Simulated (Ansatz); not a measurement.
Match the barriers

Saddle point of SiNH$_{9}$O$_{2}$, closed shell (SiNH₅ ([NH2][SiH3]) + H₂O + H₂O → SiH₄O ([OH][SiH3]) + H₂O + NH₃ (still joined by a long Si–N bond); bonds formed: Si1–O7, N2–H8, H6–O9; bonds broken: H6–O7, H8–O9; bonds weakened to dative contacts: Si1–N2), PBE0-D4/def2-TZVP structure:

```
13
angstrom
Si 0.5888 0.8687 0.8110
N 0.5528 -0.9445 0.3930
H 1.5471 1.7657 0.0989
H -0.6360 1.3232 1.5159
H 1.4650 0.6259 2.0389
H -1.0257 0.0894 -1.1462
O -0.5018 1.0829 -0.8403
H -0.4348 -1.2137 -0.3173
O -1.3159 -1.1196 -1.1988
H 1.3756 -1.1906 -0.1504
H 0.6163 -1.4822 1.2507
H -0.0250 1.4838 -1.5695
H -2.2065 -1.2890 -0.8858
```

Computed with Ansatz 0.2.0 (basis: def2-TZVPP, with def2-QZVPP for the basis limit); correlated methods freeze the cores. Extrapolation: Hartree–Fock as exp(−7.88 √X), correlation as X^−2.97. Four methods, as single points on the PBE0-D4 structures, gave these electronic barriers from the start structure: 63.3, 69.6, 107.5, 165.8 kJ/mol.

Q: The methods were, in alphabetical order, BHLYP-D4, HF, PBE-D4, r2SCAN-D4. Which gave which? (Judge from chemistry; the calculation decides.)

A: The calculation gives: PBE-D4 63.3; r2SCAN-D4 69.6; BHLYP-D4 107.5; HF 165.8 kJ/mol. For comparison, CCSD(T) at an estimated basis limit (MP2 extrapolated from triple and quadruple zeta, plus CCSD(T) − MP2 in triple zeta) gives 97.6 kJ/mol.

No T1 diagnostic of these runs exceeds 0.011.

The step is the kind of ligand exchange by which a precursor binds to a hydroxyl group, or is hydrolysed, in atomic layer deposition of oxides.

Labels in which every atom is bracketed show which atoms are joined, not bond orders.

For scale, one of the runs: CCSD(T)/def2-TZVPP, 261 basis functions, launched by `ansatz run in.yaml --threads 8 --pin off --events-out ev --progress --plain --max-ram 19148MiB`. Hardware: 8 CPU threads of an Intel Xeon, shared host. Wall time 110 s; peak host memory 6.4 GiB.
